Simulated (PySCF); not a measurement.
Isomers of CH9NSi2. All species are isolated molecules in the gas phase. One relaxed conformer stands for each flexible species; it need not be the lowest. Strings in code marks are SMILES.

The S1 excitation (TDA) from two functionals at the same geometries (PBE0-D4/def2-TZVP), both in PySCF: PBE-D3(BJ)/def2-TZVP and PBE0-D4/def2-TZVP. Excitations are Tamm–Dancoff values on a coarser integration grid. The basis has no diffuse functions, so Rydberg states are missing or too high.

| species | PBE-D3(BJ)/def2-TZVP (eV) | PBE0-D4/def2-TZVP (eV) |
|---|---|---|
| `C[Si@@H](N)[SiH3]` | 5.25 | 5.93 |
| `C[SiH2]N[SiH3]` (C–Si–N–Si torsion 75°) | 5.50 | 6.14 |
| `[SiH2]([SiH2]C)N` | 5.21 | 5.81 |
| `[SiH2](CN)[SiH3]` | 5.03 | 5.93 |
| `CN([SiH3])[SiH3]` | 5.13 | 5.80 |
| `[SiH3]NC[SiH3]` (Si–C–N–Si torsion 155°) | 4.98 | 5.65 |

Over these rows, drawn at random from the members with no instability flagged (it was tested for open shells, ions and some series alone), PBE minus PBE0-D4: mean -0.69 eV, from -0.90 eV to -0.60 eV.
